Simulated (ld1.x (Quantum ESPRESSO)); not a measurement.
# Configuration tests for platinum (ultrasoft)

ld1.x (Quantum ESPRESSO) 7.5 input, shortened:

```
&input
   title='Pt', zed=78., rel=1, dft='PZ', iswitch=3,
   config='[Xe] 4f14 5d9 6s0 6p1'
 /
 &inputp
   pseudotype=3, tm=.true., lloc=-1, rcloc=2.15,
   nlcc=.true., rcore=1.50,
   which_augfun='PSQ', rmatch_augfun=1.90
 /
6
6S  1  0   0.00   0.00  2.05  2.60  0.0
6S  1  0   0.00   2.65  2.05  2.60  0.0
5P  2  1   6.00   0.00  1.70  2.00  0.0
6P  3  1   1.00   0.00  1.70  2.00  0.0
5D  3  2   9.00   0.00  1.70  2.30  0.0
5D  3  2   0.00   1.15  1.70  2.30  0.0
 &test
   configts(1)='5p6 5d9 6s0 6p1'
 /
```

Energies are relative to the spin-unpolarised reference configuration 5p6 5d9 6s0 6p1; without spin polarisation the order of configurations can differ from experiment. Spin-polarised rows fill each open shell by Hund’s rule, majority spin first. Not all tests gave a result: 1 of 9 tests not solved or not reliable. Left out of the table: 5p6 5d6 6s0 6p0 (solver errors, printed error -287 eV).

Q: Give the all-electron excitation energy and the error of the potential for: 5p6 5d9 6s1 6p0; 5p6 5d9 6s0 6p0; 5p6 5d8 6s0 6p0; 5p6 5d9.5 6s0.5 6p0; 5p6 5d8 6s1 6p1; 5p6 5d8 6s2 6p0; 5p6 5d9 6s0 6p1 (spin-polarised); 5p6 5d9 6s1 6p0 (spin-polarised).

A:

```tsv
valence configuration	charge	ΔE all-electron (eV)	error AE − PS (meV)
5p6 5d9 6s1 6p0	0	-5.185	-16
5p6 5d9 6s0 6p0	+1	4.360	-20
5p6 5d8 6s0 6p0	+2	24.619	-76
5p6 5d9.5 6s0.5 6p0	0	-5.271	-4.4
5p6 5d8 6s1 6p1	0	1.411	-9.3
5p6 5d8 6s2 6p0	0	-4.255	-44
5p6 5d9 6s0 6p1 (spin-polarised)	0	-0.291	+47
5p6 5d9 6s1 6p0 (spin-polarised)	0	-5.564	-0.5
```

Levels in the configuration 5p6 5d9 6s0 6p0:

```json
{"level": "5p", "all-electron (eV)": "-64.625", "pseudo (eV)": "-64.564"}
{"level": "5d", "all-electron (eV)": "-14.594", "pseudo (eV)": "-14.631"}
```
